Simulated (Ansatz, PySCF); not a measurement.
FH6NOSi2, SMILES N[Si@@H](O)[SiH2]F. Atoms are numbered in the order given.

```xyz
11

N     -1.6637    -1.1049     1.0413
Si    -1.0085     0.1513     0.0644
O     -0.5048     1.5537     0.8263
Si     1.0039    -0.5991    -0.8878
F      2.0815     0.5004    -0.2936
H     -1.0879    -1.5972     1.7155
H     -2.6253    -1.0504     1.3601
H     -2.0906     0.5159    -0.8897
H      0.4546     1.6518     0.8591
H      1.4521    -1.9484    -0.4261
H      1.0858    -0.5558    -2.3781
```

The structure is a stationary point at PBE0-D3(BJ)/def2-SVP. The structure was generated by enumeration; whether it is a known compound was not checked. The values are those of a single conformer.

Two levels are set side by side: PBE-D3(BJ)/def2-SVP (Ansatz, an electronic-structure program) and PBE0-D3(BJ)/def2-SVP (Ansatz). Each level has its own optimised geometry; the coordinates shown are those of the second. Frequencies come from the Hessian of PySCF at each geometry. Differences are taken from unrounded values.

```
quantity                            PBE0-D3(BJ)
----------------------------------  -----------
mean bond length (Å)                      1.486
bond N1–Si2 (Å)                           1.721
bond Si2–O3 (Å)                           1.674
bond Si2–Si4 (Å)                          2.349
bond Si4–F5 (Å)                           1.650
bond N1–H6 (Å)                            1.014
bond N1–H7 (Å)                            1.015
bond Si2–H8 (Å)                           1.488
bond O3–H9 (Å)                            0.965
bond Si4–H10 (Å)                          1.495
bond Si4–H11 (Å)                          1.493
highest harmonic wavenumber (cm⁻¹)         3877
mean harmonic wavenumber (cm⁻¹)            1139
zero-point energy (kcal/mol)              43.98
```

Question: What does PBE-D3(BJ) give, and how far is it from PBE0-D3(BJ)? (An estimate is asked for; the answer gives what the named calculation found.)

Answer: 
```
quantity                            PBE-D3(BJ)  PBE-D3(BJ) minus PBE0-D3(BJ)
----------------------------------  ----------  ----------------------------
mean bond length (Å)                     1.499                         0.013
bond N1–Si2 (Å)                          1.736                         0.015
bond Si2–O3 (Å)                          1.692                         0.019
bond Si2–Si4 (Å)                         2.358                         0.008
bond Si4–F5 (Å)                          1.668                         0.017
bond N1–H6 (Å)                           1.023                         0.009
bond N1–H7 (Å)                           1.024                         0.009
bond Si2–H8 (Å)                          1.498                         0.010
bond O3–H9 (Å)                           0.978                         0.013
bond Si4–H10 (Å)                         1.507                         0.012
bond Si4–H11 (Å)                         1.505                         0.012
highest harmonic wavenumber (cm⁻¹)        3691                          -187
mean harmonic wavenumber (cm⁻¹)           1101                           -39
zero-point energy (kcal/mol)             42.49                         -1.49
```

GGA bonds tend to be longer and softer than those of functionals with exact exchange. Differences between two approximate levels are no errors against the true value.
